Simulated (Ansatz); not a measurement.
The same redistribution along the group Mg, Zn, Cd.

Computed with Ansatz on PBE0-D4/def2-TZVP structures; ΔE is electronic, products minus reactants. CCSD(T)/CBS is the MP2 limit (def2-TZVPP, def2-QZVPP) plus CCSD(T) − MP2 in def2-TZVPP, frozen cores. DFT in def2-TZVPP. Elements past krypton have def2 core potentials. For Cd, In, Mg, Zn outer-core shells are correlated without core-valence functions, which leaves a few kJ/mol of doubt a bond. Scalar relativity is left out up to krypton. Each species was taken in one conformer, which may not be the lowest.

```csv
reaction,CCSD(T)/CBS(def2) (kJ/mol)
`[SiH3][O][Mg][O][SiH3]` + `[F][In]([F])[SH]` → `[F][Mg][O][SiH3]` + `[F][In]([SH])[O][SiH3]`,-12
`[SiH3][O][Zn][O][SiH3]` + `[F][In]([F])[SH]` → `[F][Zn][O][SiH3]` + `[F][In]([SH])[O][SiH3]`,?
`[SiH3][O][Cd][O][SiH3]` + `[F][In]([F])[SH]` → `[F][Cd][O][SiH3]` + `[F][In]([SH])[O][SiH3]`,-1
```

Task: Fill in the missing values. (An estimate is asked.)

Result: The calculation gave: `[SiH3][O][Zn][O][SiH3]` + `[F][In]([F])[SH]` → `[F][Zn][O][SiH3]` + `[F][In]([SH])[O][SiH3]`: -2.0 kJ/mol.

Largest T1 diagnostic: 0.017, for `[F][Zn][O][SiH3]`.
